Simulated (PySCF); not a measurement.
NMR problem set

PySCF 2.14 calculation with structure optimised with GFN2-xTB and shieldings: GIAO PBE0/pcSseg-1; fast rotation and ring inversion assumed for equivalent nuclei, single conformer, non-relativistic, in vacuum.

δ = σ(ref) − σ, references computed at the same level: TMS for $^{1}$H, $^{13}$C. Where no couplings were computed, multiplicities follow the n + 1 count of equivalent neighbours, and m marks all less simple cases (inequivalent or close neighbours, rings, F or P nearby). Acid and N–H amide carbonyl carbons lie up to 10 ppm further downfield in solution (hydrogen bonding). Shifts are as computed. Against solution values, carbons near 30 ppm lie about +3 ppm off and those near 130 ppm about +5 ppm. Of 1309 compounds with measured shifts, 239 miss one by over three times the rms of a fit or turn the order of signals round; such compounds aren't used in these exercises. OH and NH positions are gas-phase values without hydrogen bonding to other molecules.

Q: C5H9NOSi. $^{1}$H NMR (600 MHz, computed): δ 6.89 (br s, 1H), 6.67 (br s, 1H), 4.57 (m, 1H), 3.86 (br, 1H), 3.56 (m, 1H), 3.26 (m, 1H), 1.88 (s, 3H). $^{13}$C{$^{1}$H} NMR (computed): δ 168.3 (C), 147.8 (C), 134.9 (CH2), 32.4 (CH), 24.4 (CH3). What is it?

A: SMILES C=C1[SiH2][C@@H]1NC(C)=O. The formula gives 3 degrees of unsaturation (1 ring in the answer). 5 carbon signals for 5 carbons: no two carbons are equivalent. Carbon types of the structure: 2 × C, 1 × CH, 1 × CH2, 1 × CH3, leaving 3 H on heteroatoms. δC 168.3: amide carbonyl carbon; lone-pair donation from the attached heteroatom keeps it upfield of a ketone carbonyl. δC 147.8: fully substituted alkene carbon; as expected for a trigonal carbon in a double bond. δC 134.9: terminal =CH2 carbon; an sp2 carbon of a C=C bond. δH 6.89, 6.67: hydrogen on a terminal =CH2 carbon; attached to an sp2 carbon and in the plane of the double bond.

The data come from this structure; uniqueness wasn't tested.

Q: C5H9NOSi. $^{1}$H NMR (500 MHz, computed): δ 4.94 (t, 1H), 4.64 (m, 2H), 3.76 (s, 3H), 0.27 (t, 3H). $^{13}$C{$^{1}$H} NMR (computed): δ 151.3, 119.4, 110.4, 55.7, -6.6. What is it?

A: `C(/OC)(C#N)=C\[SiH2]C`. Rings plus π bonds: 3 (no ring in the answer). 5 carbon signals for 5 carbons: no two carbons are equivalent. Carbon types of the structure: 2 × C, 1 × CH, 2 × CH3, leaving 2 H on heteroatoms. δC 151.3: alkene carbon bearing oxygen; an sp2 carbon further deshielded by the attached heteroatom. δC 119.4: nitrile carbon; C≡N carbons fall here, among the sp2 signals but without a proton. δC 110.4: β carbon of an enol-ether or enamine type C=C; the O or N lone pair pushes π density onto this β carbon and shields it. δC -6.6: methyl carbon bonded to Si; an electropositive neighbour leaves it electron-rich and shielded.

This is the structure that produced the data.
